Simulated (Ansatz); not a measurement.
One change: `B[CH2][GaH2]` becomes `BCBr`.

Ansatz, PBE0-D4/def2-TZVP geometries, multiplicity 1. 

Scalar relativity is left out up to krypton.

```csv
property,`B[CH2][GaH2]`
"ideal-gas entropy at 298 K and 1 bar (rigid rotor, harmonic PBE0-D4/def2-TZVP) / J/(mol·K)",325
size of the dipole moment (B3LYP/def2-TZVPP) / D,1.28
LUMO energy (PBE0/def2-TZVPP) / eV,-2.14
size of the dipole moment (ωB97M-V/def2-TZVPP) / D,1.28
HOMO energy (ωB97M-V/def2-TZVPP) / eV,-10.37
zero-point energy (PBE0-D4/def2-TZVP) / kJ/mol,157.9
```

Task: Give the same properties after the change, and the shifts. (Estimate.)

Result: Ansatz gave: 
```json
{"property": "ideal-gas entropy at 298 K and 1 bar (rigid rotor, harmonic PBE0-D4/def2-TZVP) / J/(mol·K)", "`BCBr`": "282", "shift": "-43"}
{"property": "size of the dipole moment (B3LYP/def2-TZVPP) / D", "`BCBr`": "1.54", "shift": "0.26"}
{"property": "LUMO energy (PBE0/def2-TZVPP) / eV", "`BCBr`": "-1.02", "shift": "1.12"}
{"property": "size of the dipole moment (ωB97M-V/def2-TZVPP) / D", "`BCBr`": "1.55", "shift": "0.27"}
{"property": "HOMO energy (ωB97M-V/def2-TZVPP) / eV", "`BCBr`": "-10.79", "shift": "-0.42"}
{"property": "zero-point energy (PBE0-D4/def2-TZVP) / kJ/mol", "`BCBr`": "128.3", "shift": "-29.6"}
```

With PBE0 the HOMO falls by 0.32 eV and the LUMO rises by 1.12 eV, so the gap widens by about 1.44 eV. PBE moves the HOMO by -0.15 eV and ωB97M-V by -0.42 eV. The zero-point energy changes by -29.6 kJ/mol with -6 modes. Dipoles are sizes alone; their direction can turn. Modes under 60 cm⁻¹, often nearly free rotors, make the harmonic entropy too high.

B3LYP here is the variant with VWN-RPA as its local correlation; programs differ in this.

Spin–orbit coupling is left out; it splits and shifts lone-pair levels of the heavy atoms by tenths of an eV.
